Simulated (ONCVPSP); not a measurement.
Which change was made? (Zn, ONCV)

ONCVPSP 4.0.1 input, shortened (lines: element, Z, core and valence counts, functional; n l f; lmax; l rc ep ncon nbas qcut; lloc lpopt rc5 dvloc0; l nproj debl; icmod fcfact rcfact), PBEsol, scalar-relativistic:

```
  Zn 30.00    5    2  -116133      upf
    1    0    2.00
    2    0    2.00
    2    1    6.00
    3    0    2.00
    3    1    6.00
    3    2   10.00
    4    0    1.50
    3
    0    2.20    0.00    3    7    3.30
    1    2.25    0.12    4    7    4.40
    2    0.95    0.00    4    9   19.80
    3    1.85    0.13    4    7    6.20
    4    1    0.60   -1.00
    0    2    2.60
    1    2    0.60
    2    2    3.30
    3    2    1.40
    3    4.00    1.40
```

In the p channel the program set the typed energies aside and used 0.050, 0.650 Ha.

Cutoffs, loose and tight: the cutoffs (Ha) at which the residual kinetic energy of the hardest occupied pseudo-wave falls to 1 and 0.1 mHa per electron. They do not see the model core or the augmentation charge, which bear on the density cutoff. Test errors are all-electron minus pseudo excitation energies from the reference, over the configurations 3d10 4s2; 3d10 4s1; 3d10 4s0; 3d10 4s0 4p1; variants that change the core or the reference have their own tests.

The base gives: outcome: generated, projector energies reset by the program; cutoff, loose: 128 Ha; cutoff, tight: 147 Ha; bound ghosts: s, p; GHOST(+) flags above zero: f; largest test error (meV): -22.

Task: After one change the result is: outcome: generated, projector energies reset by the program; cutoff, loose: 128 Ha; cutoff, tight: 147 Ha; bound ghosts: s, p, f; GHOST(+) flags above zero: none; largest test error (meV): -22. Which change was it?
A. local potential polynomial inside 0.60 bohr (lpopt 1, dvloc0 8 Ha)
B. core correction Teter function, fcfact 4, rcfact 1.82
C. f: rc 2.68
D. s: qcut 4.3; p: qcut 5.8; d: qcut 25.9; f: qcut 8.1

Result: C. The others give: s: qcut 4.3; p: qcut 5.8; d: qcut 25.9; f: qcut 8.1 → outcome: generated, projector energies reset by the program; cutoff, loose: 195 Ha; cutoff, tight: 227 Ha; bound ghosts: s, p; GHOST(+) flags above zero: d, f; largest test error (meV): -20 | local potential polynomial inside 0.60 bohr (lpopt 1, dvloc0 8 Ha) → outcome: generated, projector energies reset by the program; cutoff, loose: 128 Ha; cutoff, tight: 147 Ha; bound ghosts: s; GHOST(+) flags above zero: p, f; largest test error (meV): -23 | core correction Teter function, fcfact 4, rcfact 1.82 → outcome: generated, projector energies reset by the program; cutoff, loose: 128 Ha; cutoff, tight: 147 Ha; bound ghosts: s, p; GHOST(+) flags above zero: f; largest test error (meV): -166.
